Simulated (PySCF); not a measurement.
AlClGeH$_{3}$ (calculated)

Calculation on a computer-drawn molecule: the log of a Hartree-Fock and frozen-core CCSD(T) single point meant for a local Hartree-Fock minimum, with one planted fault or none, to be diagnosed. Offsets are logged minus clean, where the clean run is the same molecule without the fault. The reference is restricted for singlets and unrestricted otherwise, and also for a bond in bohr or an excited solution. Adding or removing an electron swaps singlet and doublet. The excited solution moves the top pair (singlet) or top alpha electron (doublet) to the lowest empty orbital. Highest occupied and lowest empty are orbital energies over both spins, largest force is the largest gradient component, triples share is (T) over the correlation energy, the T1 limit is 0.02 restricted and 0.045 unrestricted, electrons count all cores, a negative frequency is imaginary (commonest isotopes), and the dipole is about the centre of nuclear charge; on germanium a core potential holds 10 electrons, which the energies leave out, and 3d is frozen in MP2 and coupled-cluster steps. Program: PySCF 2.14.0.

```yaml
- formula: AlClGeH3
  logged_structure:
    atoms_angstrom:
      - [Cl, -0.3838, 1.9891, -0.3078]
      - [Al, 1.2114, 0.8606, -0.9719]
      - [Ge, 1.6084, -0.9378, 0.8474]
      - [H, 2.1307, 0.8677, -2.2155]
      - [H, 0.9346, -2.305, 0.898]
      - [H, 2.4866, -0.7628, 2.0819]
  given:
    meant_charge: 1
    meant_multiplicity: 1
    meant_basis: "cc-pV(D+d)Z"
    meant_basis_and_core_potential_on_germanium: "cc-pVDZ-PP ECP10MDF"
    logged_electrons: 64
    logged_basis_functions: 84
    logged_SCF_converged: "yes"
    logged_spin_squared: 2.0138
    "logged_highest_occupied [eV]": -13.765
    "logged_lowest_empty [eV]": -8.1512
    "logged_largest_force [hartree/bohr]": 0.040265
    logged_T1_diagnostic: 0.021403
    logged_D1_diagnostic: 0.098535
    logged_triples_share: 0.026969
    logged_CC_converged: "yes"
    "logged_dipole_magnitude [debye]": 2.9471
    logged_SCF_stable_within_its_kind: "yes"
    "logged_energy_HF [hartree]": -996.24624
    "logged_energy_CCSD(T) [hartree]": -996.56193
    possible_faults: "no fault, one electron removed, one electron added, multiplicity raised by two, geometry at a saddle point, SCF held on an excited solution, minimal basis STO-3G, one bond length entered in bohr, all coordinates scaled"
    drawn_bonds_atom: [1, 2, 2, 3, 3]
    drawn_bonds_other_atom: [2, 3, 4, 5, 6]
    drawn_bonds_order: [1, 1, 1, 1, 1]
  results:
    planted_fault: "multiplicity raised by two"
    "HF_energy_offset_from_clean_run [kcal/mol]": 59.88
    "CCSD(T)_energy_offset_from_clean_run [kcal/mol]": 61.41
```
